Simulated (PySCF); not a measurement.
Compound: C₆H₆F₂O.
Structure used (PBE0-D3(BJ)/def2-SVP), in Å, numbered top down from 1:
```
atom  x, y, z in Å
F1     2.731    0.511    1.262
C2     2.308    0.110    0.043
F3     2.803   -1.121   -0.189
C4     0.809    0.091   -0.001
C5     0.062   -1.009   -0.108
C6    -1.435   -0.960   -0.131
C7    -1.890    0.465   -0.009
C8    -1.036    1.485    0.088
O9     0.321    1.358    0.088
H10    2.721    0.811   -0.704
H11    0.582   -1.966   -0.176
H12   -1.824   -1.419   -1.061
H13   -1.855   -1.578    0.686
H14   -2.958    0.692    0.004
H15   -1.334    2.530    0.179
```

Linear response at wB97X-D/def2-SVPD (PySCF, frozen core in the response, non-relativistic). Geometry: PBE0-D3(BJ)/def2-SVP, one conformer, isolated molecule.

Static isotropic polarisability: 72.40 au (10.73 Å³), principal values 53.4, 74.9, 88.9 au.

Question: What is the polarisability at 1064 nm and at the sodium D line?

Answer: 72.98 au at 1064 nm (+0.8 %), 74.35 au at 589.3 nm (+2.7 %). The rise at 589.3 nm is 3.38 times that at 1064 nm; a pure ω² law gives 3.26. The lowest singlet lies at 245 nm, shorter than both wavelengths.

Question: What is the isotropic C6 coefficient between two such molecules, C6 = (3/π)∫α(iω)² dω?

Answer: 2359 au (Eh·bohr⁶) by a ten-point quadrature over imaginary frequencies, which is 1410 eV·Å⁶ or 136 J·nm⁶/mol.

Question: Which effective excitation energy ω̄ makes London's formula C6 = (3/4)α²ω̄ exact here?

Answer: ω̄ = 4·C6/(3α²) = 0.600 Eh = 16.3 eV. A one-pole form α(ω) = α/(1 − ω²/ω̄²) fitted to the 1064 nm value gives 13.1 eV.

Question: What three-body coefficient follows from the one-pole estimate C9 = (3/4)·α·C6?

Answer: 128000 au. This is an estimate from the two numbers above, not a computed integral.

Question: What n − 1 at the D line would an ideal gas of it have at 273.15 K and 1 atm (2.6868 × 10¹⁹ cm⁻³), by n − 1 = 2π·N·α′?

Answer: 18.60 × 10⁻⁴, a formal value whether or not that pressure can be reached.

Question: The lowest 6 singlets have (eV, f): 5.07, 0.012; 6.35, 0.014; 6.84, 0.042; 7.24, 0.003; 7.46, 0.020; 7.76, 0.175. What share of the static polarisability do they carry in the sum over states α = Σ f/ω²?

Answer: 3.73 au, 5.1 % of α; the largest term, 2.15 au, is that of the state at 7.76 eV. Their oscillator strengths add up to 0.27. Higher states carry the rest.

Question: How anisotropic is the static polarisability, by Δα² = ½[(α1 − α2)² + (α2 − α3)² + (α3 − α1)²]?

Answer: Δα = 31.0 au, or 0.43 of the isotropic value.

Note: wB97X-D ran without an empirical dispersion term, which enters the total energy and its gradient alone.
